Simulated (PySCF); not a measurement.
**ZrS₂⁻: bend–stretch map**

All numbers come from UPBE0 in PySCF with Zr def2-SVPD with ECP28, S def2-SVPD; scalar-relativistic core potentials, no spin–orbit coupling; density-fitted integrals.

Rigid scan from the doublet minimum (Zr–S 2.264 Å (×2); S–Zr–S 117.4°). Coordinate: rows scale both bonds, columns set the S–Zr–S angle. Energies in kJ/mol from the minimum.

Rows run from the largest first scale (top) to the smallest, columns from the smallest angle to the largest. Lower edges of the bins (kJ/mol): '_' 0.39, '.' 1.35, ':' 2.89, '-' 5.32, '=' 9.17, '+' 15.27, '*' 24.94, '#' 40.27, '%' 64.57, '@' 103.07; top 164, each point printed twice.
```
@@%%%%%%%%@@@@
%%##****##%%%%
##++--++**##%%
##--__==**%%%%
##++==**##%%@@
%%####%%@@@@@@
```

**Question.** Give the energies on the grid of the scan.

**Answer.** 
```json
{"scale \\ angle": "0.94", "90": "94", "105": "50", "120": "49", "135": "74", "150": "113", "165": "149", "180": "164"}
{"scale \\ angle": "0.97", "90": "61", "105": "17", "120": "12", "135": "31", "150": "62", "165": "93", "180": "105"}
{"scale \\ angle": "1.00", "90": "53", "105": "9", "120": "0", "135": "14", "150": "40", "165": "66", "180": "76"}
{"scale \\ angle": "1.03", "90": "64", "105": "20", "120": "9", "135": "18", "150": "40", "165": "61", "180": "70"}
{"scale \\ angle": "1.06", "90": "89", "105": "46", "120": "32", "135": "38", "150": "56", "165": "74", "180": "82"}
{"scale \\ angle": "1.10", "90": "139", "105": "96", "120": "81", "135": "83", "150": "96", "165": "110", "180": "116"}
```

The bond scale of lowest energy on the grid is 1.00 at 90°, 1.00 at 105°, 1.00 at 120°, 1.00 at 135°, 1.03 at 150°, 1.03 at 165°, 1.03 at 180°.

Other spin states or occupations of the open shell can lie lower.

Other isomers or separated fragments may lie lower.
